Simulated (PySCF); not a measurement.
Ionisation energy along the 7-electron series

Calculated with PySCF 2.14 and a two-component X2C-1e Hamiltonian (Gaussian nucleus, no Breit or QED terms), each ion in its own even-tempered basis scaled to its charge; GMP2 freezes nothing and drops the highest virtual spinors. Values in eV. NIST values: (m) measured, (s) semi-empirical, (t) theoretical.

```json
{"ion": "Hf⁶⁵⁺", "configuration": "[He] 2s2 2p3", "GHF (spin-free)": "16112.9", "GMP2 (spin-free)": "16113.0", "GHF (screened spin-orbit)": "15692.4", "GMP2 (screened spin-orbit)": "15692.6", "NIST": "15680 ± 30 (t)"}
{"ion": "Ta⁶⁶⁺", "configuration": "[He] 2s2 2p3", "GHF (spin-free)": "16611.4", "GMP2 (spin-free)": "16611.5", "GHF (screened spin-orbit)": "16167.3", "GMP2 (screened spin-orbit)": "16167.4", "NIST": "16150 ± 40 (t)"}
{"ion": "W⁶⁷⁺", "configuration": "[He] 2s2 2p3", "GHF (spin-free)": "17118.3", "GMP2 (spin-free)": "17118.4", "GHF (screened spin-orbit)": "16649.5", "GMP2 (screened spin-orbit)": "16649.7", "NIST": "16588 ± 11 (s)"}
```

Between Z = 72 and Z = 74 the GMP2 (screened spin-orbit) value grows as Z to the power 2.16.
